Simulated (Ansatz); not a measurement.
System: CH$_{3}$Mg, charge 1, multiplicity 1. It need not be the lowest isomer of its formula. SMILES: [Mg+][CH3]
Geometry: optimised at B3LYP-D3(BJ)/def2-TZVP (Ansatz, a first-principles code).

Property: vertical triplet-singlet gap (E(triplet) - E(singlet); each state is the SCF solution reached for its spin; the molecule has degenerate orbitals, so one determinant may break the symmetry; for the singlet the Hartree-Fock reference is unstable and T1 is 0.011), in kcal/mol. Valence correlation only, unless marked. UHF or UKS for open shells. Spin-orbit coupling is left out. Non-relativistic. CBS marks a two-point X^-3 extrapolation of the correlation energy; Hartree-Fock from the larger set.

```json
[
 {"level": "SVWN5/def2-TZVPD", "program": "Ansatz", "vertical triplet-singlet gap (kcal/mol)": "64.0"},
 {"level": "CAM-B3LYP/def2-TZVPD", "program": "Ansatz", "vertical triplet-singlet gap (kcal/mol)": "?"},
 {"level": "B2PLYP/def2-TZVPD", "program": "Ansatz", "vertical triplet-singlet gap (kcal/mol)": "56.2"},
 {"level": "CCSD/def2-SVPD", "program": "Ansatz", "vertical triplet-singlet gap (kcal/mol)": "53.4"},
 {"level": "CCSD(T)/CBS(def2-TZVPPD,def2-QZVPPD)", "program": "Ansatz", "vertical triplet-singlet gap (kcal/mol)": "?"}
]
```

Problem. Some entries are withheld; supply them.

Solution. 
- CAM-B3LYP/def2-TZVPD, vertical triplet-singlet gap (kcal/mol): 54.4
- CCSD(T)/CBS(def2-TZVPPD,def2-QZVPPD), vertical triplet-singlet gap (kcal/mol): 57.2
